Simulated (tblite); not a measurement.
Species: C3H7O2S2Si (doublet state).
Z-matrix (Å and degrees, GFN2-xTB geometry), rows numbered from 1:
```
O 
C   1  1.3531
O   2  1.3441  1  120.38
Si  3  1.6170  2  137.96  1    -6.57
S   4  2.1621  3  112.80  2    36.67
C   5  1.8302  4   97.11  3  -129.33
C   6  1.5125  5  111.91  4   -29.18
S   7  1.8267  6  110.93  5    57.58
H   1  0.9702  2  109.81  3   -27.46
H   2  1.0780  1  114.35  3  -145.34
H   4  1.4441  3  101.19  2   157.20
H   6  1.0897  5  106.39  4  -150.19
H   6  1.0904  5  107.53  4    92.79
H   7  1.0903  6  111.38  5   -62.93
H   7  1.0895  6  110.35  5   175.44
```

Computed values, GFN2-xTB/tblite, gas phase, harmonic and unscaled. The method is semi-empirical: single wavenumbers can be off by several per cent or more. Modes of hydrogen on silicon can be 10 to 20 % off. One conformer, not necessarily the lowest. Open shells enter through the occupations alone, without spin polarisation, and single modes of such species can be off by tens of per cent.

Harmonic wavenumbers (cm⁻¹): 43.9, 48.6, 96.3, 128.2, 181.8, 210.7, 237.2, 266.5, 405.6, 409.3, 458.3, 513.0, 521.1, 562.2, 625.4, 662.7, 691.7, 707.4, 777.3, 849.9, 941.0, 1034.1, 1087.7, 1093.9, 1138.4, 1198.8, 1228.6, 1236.5, 1260.9, 1304.4, 1437.8, 1447.9, 2420.8, 2977.1, 2989.2, 2997.8, 3003.0, 3073.3, 3400.6.

A = 1831, B = 971.9, C = 787.3 MHz; mass 166.966 u (most abundant isotopes); point group C1, symmetry number 1; spin multiplicity 2.

Zero-point energy?

½Σν̃ = 21834 cm⁻¹ = 261.20 kJ/mol.

What is S at 298.15 K and 1 bar for an ideal gas of classical rigid rotors and harmonic oscillators?

Translation 172.68, rotation 124.76, vibration 129.67, spin (R ln 2) 5.76: S = 432.9 J/(mol K).

And Cp and H(298.15 K) − H(0)?

Cp = 160.12 J/(mol K), of which vibrations give 126.86 (their classical limit is 39 R = 324.3); H(298.15 K) − H(0) = 29.78 kJ/mol without the zero-point energy, 19.86 from vibrations.

Which modes carry the vibrational entropy at 298.15 K?

43.9 cm⁻¹: 21.23; 48.6 cm⁻¹: 20.39; 96.3 cm⁻¹: 14.76; 128.2 cm⁻¹: 12.44; 181.8 cm⁻¹: 9.66; 210.7 cm⁻¹: 8.53 J/(mol K); the other 33 give 42.66 together.

How do the functions run with temperature in this model?

```json
{"T (K)": "100", "S (J/(mol K))": "307.9", "Cp (J/(mol K))": "80.9", "H − H(0) (kJ/mol)": "5.68", "G − H(0) (kJ/mol)": "-25.10", "ln q(vib)": "2.10"}
{"T (K)": "200", "S (J/(mol K))": "376.8", "Cp (J/(mol K))": "122.5", "H − H(0) (kJ/mol)": "15.87", "G − H(0) (kJ/mol)": "-59.49", "ln q(vib)": "4.91"}
{"T (K)": "300", "S (J/(mol K))": "433.9", "Cp (J/(mol K))": "160.8", "H − H(0) (kJ/mol)": "30.07", "G − H(0) (kJ/mol)": "-100.09", "ln q(vib)": "7.63"}
{"T (K)": "500", "S (J/(mol K))": "530.5", "Cp (J/(mol K))": "218.0", "H − H(0) (kJ/mol)": "68.40", "G − H(0) (kJ/mol)": "-196.86", "ln q(vib)": "12.82"}
{"T (K)": "800", "S (J/(mol K))": "644.6", "Cp (J/(mol K))": "266.4", "H − H(0) (kJ/mol)": "141.81", "G − H(0) (kJ/mol)": "-373.90", "ln q(vib)": "19.80"}
{"T (K)": "1000", "S (J/(mol K))": "706.4", "Cp (J/(mol K))": "286.5", "H − H(0) (kJ/mol)": "197.21", "G − H(0) (kJ/mol)": "-509.16", "ln q(vib)": "23.93"}
```

q(vib) and H(0) count from the zero-point level.

Hindered rotation and anharmonicity are outside this model. Other conformers, if any are populated, would add a mixing term that is left out. The structure is chiral; the term R ln 2 for an equal mix with its mirror image is left out.

Hardware: an Arm Neoverse V2 with one thread, no GPU (shared host). Cost: 0.55 s wall. This covers the Hessian and the dipole derivatives.
